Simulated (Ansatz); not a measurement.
Calculated with Ansatz (gas phase, PBE0-D4/def2-TZVP geometries, no zero-point term in ΔE). CCSD(T)/CBS is the MP2 limit (def2-TZVPP, def2-QZVPP) plus CCSD(T) − MP2 in def2-TZVPP, frozen cores. This one scheme is used for every species. DFT in def2-TZVPP. Each species was taken in one conformer, which may not be the lowest.

Reaction (hydrogenolysis of a B–O bond): `NB(F)O[SiH3]` + H₂ → `NBF` + `O[SiH3]`

CCSD(T)/CBS gives +98.3 kJ/mol.

Question: Another level gave +96.2 kJ/mol. Which?
A. PBE/def2-TZVPP
B. revPBE/def2-TZVPP
C. CCSD/def2-TZVPP
D. CAM-B3LYP-D4/def2-TZVPP

Answer: C. CCSD/def2-TZVPP 96.2, CAM-B3LYP-D4 100.4, PBE 87.0, revPBE 81.3 kJ/mol.

Question: What do rigid-rotor, harmonic-oscillator terms from PBE0-D4/def2-TZVP frequencies (298.15 K, 1 bar) make of the CCSD(T)/CBS value? (Estimate.)

Answer: The calculation gave: ΔZPE = +17.4 kJ/mol, ΔH = +111.0 kJ/mol, ΔS = 34 J/(mol·K), ΔG = +100.9 kJ/mol. Modes under 50 cm⁻¹ make the entropy rough.

Largest T1 diagnostic among the species: 0.012.

In def2-TZVPP, CCSD(T) changes the Hartree–Fock value by +3.1 kJ/mol (the triples alone add +1.7 kJ/mol) and MP2 by +5.4 kJ/mol. Leaving LDA and LC-ωPBE aside and taking each functional with its dispersion term where it has one, the values, not all of them listed here, spread over 10.1 kJ/mol, from PBE-D4 to BHLYP-D4. LDA lies +14.1 kJ/mol from PBE without D4. The D4 term adds +10.2 kJ/mol with B3LYP and +5.6 kJ/mol with PBE0; it sums over pairs of atoms, weighted by their polarisabilities, and B3LYP, whose exchange is more repulsive, gets the larger term.

CCSD(T)/CBS has its own doubt, a few kJ/mol and more with outer-core shells, so smaller differences from it don't rank the levels.

B3LYP here is the variant with VWN-RPA as its local correlation; programs differ in this.
